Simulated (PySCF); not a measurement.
# Bromine: a sound run and one with changed settings

Sound run: Br⁺ [Ar] 3d10 4s2 4p4, Br²⁺ [Ar] 3d10 4s2 4p3. Calculation: PySCF 2.14, in cc-pVDZ-PP with ECP10MDF; a scalar-relativistic core potential. In the sound run the correlated levels freeze 3s2 3p6 3d10 outside the core potential. The sound run starts from symmetry-adapted Hartree-Fock orbitals and uses a fine grid where one is needed.

Changed run: a valence shell is frozen. This setting is unsound on purpose.

| species | method | sound run (hartree) | changed run (hartree) | converged |
| --- | --- | --- | --- | --- |
| Br⁺ | MP2 | -415.15109 | -415.11367 | yes |
| Br⁺ | CCSD(T) | -415.16727 | -415.12171 | yes |
| Br²⁺ | MP2 | -414.39464 | -414.35093 | yes |
| Br²⁺ | CCSD(T) | -414.40981 | -414.35531 | yes |

Ionisation energy of Br⁺:

```tsv
method	sound run (eV)	changed run (eV)
UHF	20.173	20.173
MP2	20.584	20.755
SCS-MP2	20.595	20.870
CCSD	20.605	20.853
CCSD(T)	20.612	20.855
```

Freezing a valence shell removes pair correlation that changes on ionisation.

For comparison, NIST gives 21.591 eV between the lowest levels.
